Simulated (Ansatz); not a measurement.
H₄Se₂Si (SMILES [SiH3][Se][SeH]), singlet, geometry from GFN2-xTB; PBE/cc-pVQZ run with Ansatz (a quantum-chemistry and plane-wave program).

Input for Ansatz:
Ansatz 0.2 input:
```yaml
crystal:
  periodic: [false, false, false]
  atoms:
    - {symbol: Se, position_ang: [0.21454975, -0.60693178, 0.72813921]}
    - {symbol: Se, position_ang: [0.57698114, 1.32696575, -0.47503684]}
    - {symbol: H, position_ang: [-0.23385017, 2.20006975, 0.36186596]}
    - {symbol: Si, position_ang: [-1.51517653, -1.53918910, -0.49114012]}
    - {symbol: H, position_ang: [-1.03203156, -1.79296517, -1.84474672]}
    - {symbol: H, position_ang: [-2.62117648, -0.58572371, -0.49944134]}
    - {symbol: H, position_ang: [-1.81252028, -2.75388811, 0.25280290]}
basis:
  gaussian:
    orbitals: cc-pVQZ
hamiltonian:
  xc: pbe
```

The log (banner, timings and long lists left out):

```
Functional definition: PBE
1372 factors; their error is unknown
mean field evaluation 1: about -138620.6545 eV, gradient 2.3e1 eV
mean field evaluation 2: about -138620.9260 eV, gradient 2.0e1 eV
mean field evaluation 4: about -138622.0346 eV, gradient 1.3e0 eV
mean field evaluation 8: about -138622.0382 eV, gradient 5.8e-2 eV
mean field evaluation 16: about -138621.9919 eV, gradient 8.1e-5 eV
mean field -138621.99189358 eV, -5094.2642407283 hartree, gradient 8.1e-5 eV, S^2 0.000000; 0 other end points of the search recorded, 0 dependent functions left out
reference -138621.99193892 eV, -5094.2642423946 hartree; 43, 43 occupied and 272, 272 virtual orbitals, 1372 factors
Total energy: -138621.99193892 eV, -5094.2642423946 hartree
```
